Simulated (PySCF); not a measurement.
**Peak assignment**

Numbering as in the mapped SMILES `[F:1][C:2]([F:3])=[C:4]([F:5])[C:6]1=[C:7]([F:8])[CH2:9]1`. Each H is labelled by its parent atom.

PySCF calculation with shieldings: GIAO PBE0/pcSseg-1 and GFN2-xTB geometry; a single conformation, gas phase, non-relativistic, one averaged value for each set of equivalent atoms.

Scale: 13C (186.93 ppm) against TMS (reference shieldings calculated alike).

Assign these signals to the numbered atoms. 13C{1H} NMR (computed): δ 172.9 (C), 156.9 (C), 131.6 (C), 73.8 (C), 25.1 (CH2).

Results:


172.9 → C2, fully substituted alkene carbon
156.9 → C7, fully substituted alkene carbon: the olefinic region
131.6 → C4, fully substituted alkene carbon
73.8 → C6, fully substituted alkene carbon
25.1 → C9, three-membered-ring carbon: carbons of three-membered rings are unusually shielded

Splittings by 19F in the carbon and heteronuclear signals aren't shown, as no couplings were computed. Shifts are as computed. Against solution values, carbons near 30 ppm lie about +3 ppm off and those near 130 ppm about +5 ppm. Of 1211 compounds with measured shifts, 218 miss one by over three times the rms of a fit or turn the order of signals round; such compounds aren't used in these exercises.
